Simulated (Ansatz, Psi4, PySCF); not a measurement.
F₃Si (SMILES F[Si](F)F), doublet, at a GFN2-xTB geometry. Base run: PBE/def2-TZVP (PySCF).

Geometry (Å):
```xyz
4

Si     0.2553     0.2433     0.2432
F     -0.6907    -0.7337     1.0681
F     -0.7393     1.0684    -0.6843
F      1.0330    -0.7131    -0.7620
```
Charge 0, spin multiplicity 2.
Orbitals are unrestricted.
All else is at PySCF's defaults.

The same geometry, method and basis name were run in Ansatz (an electronic-structure program) and Psi4 and PySCF, at each program's defaults and at the settings that a row names. The base is PySCF at its defaults. Differences at the defaults can come from grids, fitting, cores and function types together.

```csv
code and settings,ΔE vs base (µEh),basis functions,E (Eh),SCF cycles,dipole (D)
"PySCF, defaults (exact integrals, its default grid, spherical functions)",0.0,130,-588.88147,9,1.53
"Psi4, defaults (density fitting with its default set, its default grid, spherical functions)",-60.2,130,-588.88153,8,1.53
"Ansatz, defaults (factorised integrals, its default grid, spherical functions)",-13.1,130,-588.88148,-,-
"PySCF, density fitting with def2-universal-jkfit",-73.1,130,-588.88154,9,1.53
"PySCF, fine grid",-12.0,130,-588.88148,9,1.53
"Psi4, exact integrals, spherical functions, fine grid",-12.5,130,-588.88148,12,1.53
"Ansatz, high accuracy",-12.3,130,-588.88148,-,-
```

Open shells are given as the SCF converged; they aren't shown to be the lowest states, and a large step between rows can be another state.
